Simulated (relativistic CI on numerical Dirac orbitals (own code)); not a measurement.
## Line list: Electric-dipole lines, Pd¹¹⁺

Computed by Dirac-Coulomb-Breit CI, KLI orbitals optimised for each configuration, model QED (radiative potential, 1s self-energy scaled to tabulated hydrogen-like ionisation energies), unscaled Slater integrals (own radial code, finite nucleus).

Configuration list (outside the closed core [Ar] 3d10): 4s2 4p5, 4s 4p6, 4s2 4p4 4d, 4s 4p5 4d, 4s2 4p4 4f, 4s 4p5 4f, 4p6 4d, 4s2 4p4 5s, 4s 4p4 4d2, 4s2 4p4 5p, 4s2 4p3 4d 4f, 4p6 5s, 4p6 4f, 4s 4p5 5s, 4s2 4p4 5d, 4s 4p4 4d 5s, 4s 4p5 5p, 4s2 4p4 6s, 4s2 4p3 4f 5s, 4s2 4p4 5f, 4s2 4p4 6p, 4s2 4p4 5g, 4s 4p5 5d, 4p5 4d 4f, 4s2 4p4 6d, 4s 4p4 5s2, 4s2 4p4 7s, 4s2 4p3 4d2, 4s2 4p2 4d3, 4s 4p3 4d3, 4s2 4p2 4d2 4f, 4s 4p3 4d2 4f, 4s2 4p2 4d2 5s, 4p5 4d2, 4p4 4d3, 4p4 4d2 4f, 4p4 4d2 5s, 4s2 4p3 4d 5s, 4s 4p3 4d2 5s, 4s2 4p2 4d 4f 5s, 4s 4p3 4d 4f 5s, 4s2 4p2 4d 5s2, 4p5 4d 5s, 4p4 4d 4f 5s, 4p4 4d 5s2. Double excitations out of closed p, d and f shells are left out; levels of such configurations are missing from the list, as are those of other unlisted configurations, and high levels can miss mixing partners. These lack a partner that the ground configuration has and come out too high: 4s2 4p4 5p, 4s2 4p4 5d, 4s 4p5 5p, 4s2 4p4 6s, 4s2 4p4 5f.

| λ vac (Å) | Lower | Upper | A (s⁻¹) | log gf | S velocity/length |
| --- | --- | --- | --- | --- | --- |
| 164.12 | 4s2 4p4 4d 2G_9/2 [22] | 4s2 4p3 4d2 2H°_11/2 [231] | 4.03e+11 | 1.29 | 0.91 |
| 164.43 | 4s2 4p4 4d 4F_9/2 [8] | 4s2 4p3 4d2 4F°_9/2 [183] | 2.02e+11 | 0.91 | 0.91 |
| 164.68 | 4s2 4p4 4d 4F_9/2 [8] | 4s2 4p3 4d2 4G°_11/2 [182] | 3.52e+11 | 1.23 | 0.93 |
| 165.03 | 4s2 4p4 4d 2F_7/2 [24] | 4s2 4p3 4d2 2G°_9/2 [241] | 3.74e+11 | 1.18 | 0.91 |
| 165.15 | 4s2 4p4 4d 2F_7/2 [9] | 4s2 4p3 4d2 4F°_7/2 [185] | 1.97e+11 | 0.81 | 0.91 |
| 165.99 | 4s2 4p4 4d 2D_5/2 [29] | 4s2 4p3 4d2 2F°_7/2 [279] | 7.51e+11 | 1.39 | 0.90 |
| 166.13 | 4s2 4p4 4d 2F_7/2 [9] | 4s2 4p3 4d2 4F°_9/2 [183] | 1.49e+11 | 0.79 | 0.92 |
| 166.31 | 4s 4p6 2S_1/2 [3] | 4s 4p5 4d 2P°_3/2 [83] | 3.49e+11 | 0.76 | 0.95 |
| 166.92 | 4s2 4p4 4d 2G_7/2 [20] | 4s2 4p3 4d2 2H°_9/2 [224] | 3.15e+11 | 1.12 | 0.91 |
| 167.94 | 4s2 4p4 4d 2D_3/2 [31] | 4s2 4p3 4d2 2F°_5/2 [308] | 7.07e+11 | 1.25 | 0.90 |
| 168.06 | 4s2 4p4 4d 4D_7/2 [6] | 4s2 4p4 4f 4F°_9/2 [155] | 2.42e+11 | 1.01 | 0.92 |
| 168.16 | 4s2 4p4 4d 2F_7/2 [9] | 4s2 4p3 4d2 4F°_9/2 [175] | 1.61e+11 | 0.83 | 0.92 |
| 168.76 | 4s2 4p5 2P°_3/2 [1] | 4s2 4p4 4d 2D_5/2 [29] | 3.73e+11 | 0.98 | 1.01 |
| 169.48 | 4s2 4p4 4d 4F_9/2 [8] | 4s2 4p3 4d2 4D°_7/2 [168] | 2.19e+11 | 0.88 | 0.92 |
| 169.50 | 4s2 4p4 4d 4D_5/2 [4] | 4s2 4p3 4d2 4F°_7/2 [147] | 1.39e+11 | 0.68 | 0.92 |
| 169.52 | 4s2 4p4 4d 4F_7/2 [17] | 4s2 4p3 4d2 2G°_9/2 [204] | 2.48e+11 | 1.03 | 0.92 |
| 169.61 | 4s2 4p4 4d 4D_7/2 [6] | 4s2 4p3 4d2 4P°_5/2 [151] | 1.70e+11 | 0.64 | 0.91 |
| 170.11 | 4s2 4p5 2P°_1/2 [2] | 4s2 4p4 4d 2D_3/2 [31] | 3.53e+11 | 0.79 | 1.00 |
| 170.37 | 4s2 4p4 4d 4D_5/2 [4] | 4s2 4p4 4f 4F°_5/2 [143] | 1.86e+11 | 0.69 | 0.92 |
| 170.84 | 4s2 4p5 2P°_3/2 [1] | 4s2 4p4 4d 2P_3/2 [28] | 2.95e+11 | 0.71 | 1.00 |

Terms are leading LS components. Brackets give the number of a level in order of energy, since labels repeat. The list gives strong lines, with weight on those to low levels, among the lowest 400 of 11499 levels, so that lines to higher ones, which can be the strongest, are missing. Levels whose partners in the same complex of configurations lie outside the list can be far off, and so can their lines. Rates are taken at the computed energies, electric ones in the length gauge. A velocity-to-length ratio far from 1 marks an uncertain rate.

At this charge energies of transitions that change n are usually good to better than 1 %, and those within a shell (Δn = 0) to a few per cent.

LS names give the leading component of a level, which can be under half, so a name can repeat, a term be missing and a line seem to break the LS rules.
